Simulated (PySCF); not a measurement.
Worked example for 4-fluoroanisole: ionisation energy to the radical cation

Structure: `COc1ccc(F)cc1` (C7H7FO).

Energies: ωB97X-D3(BJ)/ma-def2-SVP (PySCF, density fitting, integration grid level 2) on PBE0-D3(BJ)/def2-SVP structures. Zero-point energies come from unscaled PBE0-D3(BJ)/def2-SVP harmonic frequencies.

```jsonl
{"state": "parent", "structure": "parent", "E / Eh": "-445.845607"}
{"state": "radical cation", "structure": "parent", "E / Eh": "-445.533503"}
{"state": "radical cation", "structure": "radical cation", "E / Eh": "-445.543660"}
{"state": "parent", "structure": "radical cation", "E / Eh": "-445.834726"}
```

Zero-point energy of the radical cation less that of the parent: -0.003 eV. 1 Eh = 27.2114 eV.

Question: Work out the vertical and adiabatic ionisation energy.

Answer: Vertical: (-445.533503) − (-445.845607) = 0.312104 Eh = 8.49 eV. Adiabatic: 0.301947 Eh = 8.216 eV, and 8.21 eV with zero-point energy.

Question: And the inner reorganisation energy of self-exchange?

Answer: The radical cation relaxes by 276.4 meV and the parent by 296.1 meV, so λ = 572 meV.

Caveats: ma-def2-SVP is a small basis, whose errors can reach tens of kJ/mol.
